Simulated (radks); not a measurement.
Values are calculated unless marked as measured or tabulated.
Excited configurations of neutral gold: one electron is placed in a higher orbital outside [Xe] 4f14 5d10. The ground configuration is [Xe] 4f14 5d10 6s1. Code: a radial shooting solver on a logarithmic mesh with Libxc functionals. Model: Dirac Kohn-Sham, BLYP, spin-unpolarised, spherical densities, point nucleus; open shells fill j = l - 1/2 first. Excitation = E - E(ground); binding = E(ion) - E, where the ion is the core of charge +1; n* = 1/sqrt(2 binding) in atomic units, and the quantum defect is n - n*.

6d3/2: excitation (eV) 8.000; binding (eV) 1.484; n* 3.028; eigenvalue (eV) -0.577; <r> (bohr) 10.46
7s1/2: excitation (eV) 6.960; binding (eV) 2.524; n* 2.322; eigenvalue (eV) -1.395; <r> (bohr) 8.235
7p1/2: excitation (eV) 7.651; binding (eV) 1.833; n* 2.724; eigenvalue (eV) -0.965; <r> (bohr) 10.53

The Delta-SCF ionisation energy is 9.484 eV (NIST Atomic Spectra Database: 9.226 eV, measured). Self-interaction in the functional shifts the binding energies and quantum defects, so they are the method's values and not measured ones. Spin polarisation and multiplet splitting are left out, so open shells lie too high by an amount that depends on their filling.

Beside tabulated values, note that spin-unpolarised runs miss the spin-polarisation part of the exchange energy of open shells.
